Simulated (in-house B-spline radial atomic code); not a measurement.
A run on an ion of nuclear charge 69 with 69.8 electrons that did not converge. Method: scalar-relativistic (X2C) LDA exchange-only, spin-polarised, spherical fractional occupations, Fermi nucleus of rms radius 5.2256 fm; computed with a B-spline radial code for spherical atoms.

Command:
```bash
python run_scf.py task.json out
```
Settings (nuclear radius in fm, mass in u):
```
Z                69
configuration    [Xe] 4f13.8 6s2
hamiltonian      x2c
method           lda,
spin_polarised   True
nucleus          fermi
rms_radius       5.2256
atomic_mass      168.93422
speed_of_light   137.035999084
```

First and last ten iterations of the last attempt (damped for 15 steps, keeping 80 % of the old Fock matrix, then DIIS):
```
 iter        energy (Eh)    residual
    1      -13549.056772    3.41e-01
    2      -13431.635708    1.02e+00
    3      -13543.241178    4.75e-01
    4      -13549.352426    1.71e-01
    5      -13550.777991    5.59e-02
    6      -13550.956552    4.02e-02
    7      -13551.013829    2.84e-02
    8      -13454.374194    8.69e-01
    9      -13538.285387    6.11e-01
   10      -13547.211878    2.83e-01
  111      -13454.309927    8.66e-01
  112      -13550.982208    4.22e-02
  113      -13447.642723    8.90e-01
  114      -13449.350116    8.89e-01
  115      -13448.768862    8.89e-01
  116      -13449.931121    8.87e-01
  117      -13450.333071    8.86e-01
  118      -13449.605057    8.89e-01
  119      -13452.619117    8.71e-01
  120      -13452.651105    8.74e-01
 not converged after 120 iterations
```

The smallest residual met was 2.5e-02; the threshold is about 7e-07. No energy from this run should be used. The likely cause: this method binds the added charge weakly or not at all at the basis-set limit, so charge moves back and forth between the atom and the box. Time taken, with all properties: 2.5 s on 1 thread of Arm Neoverse V2, on a shared host.
